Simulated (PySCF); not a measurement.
C3H7FOSi, SMILES C/C(=C\F)[SiH2]O.

The structure is a stationary point at PBE0-D3(BJ)/def2-SVP. The structure was generated by enumeration; whether it is a known compound was not checked. The values are those of a single conformer.

All values below come from PySCF 2.14.0 with TDA-PBE0/def2-SVPD.

Vertical excitations. Isolated molecule, no solvent.

```csv
state,energy (eV),λ (nm),f,main pairs
S1,6.18,201,0.004,"HOMO→LUMO 70 %, HOMO→LUMO+1 29 %"
S2,6.74,184,0.002,HOMO→LUMO+2 96 %
S3,7.13,174,0.029,HOMO−1→LUMO 88 %
S4,7.28,170,0.009,HOMO−1→LUMO+1 89 %
S5,7.39,168,0.394,"HOMO→LUMO+1 57 %, HOMO→LUMO 21 %"
S6,7.59,163,0.034,HOMO→LUMO+3 90 %
S7,7.87,158,0.011,"HOMO−2→LUMO 80 %, HOMO−2→LUMO+1 14 %"
S8,7.90,157,0.031,HOMO→LUMO+4 86 %
S9,8.16,152,0.007,HOMO−1→LUMO+2 86 %
S10,8.24,150,0.015,"HOMO→LUMO+5 71 %, HOMO−2→LUMO+1 13 %"
T1,4.24,292,0,"HOMO→LUMO+1 58 %, HOMO→LUMO 36 %"
T2,6.07,204,0,"HOMO→LUMO 60 %, HOMO→LUMO+1 35 %"
T3,6.55,189,0,HOMO→LUMO+2 86 %
T4,6.66,186,0,"HOMO−1→LUMO 60 %, HOMO−1→LUMO+1 29 %"
```
Triplets are in the Tamm–Dancoff approximation.
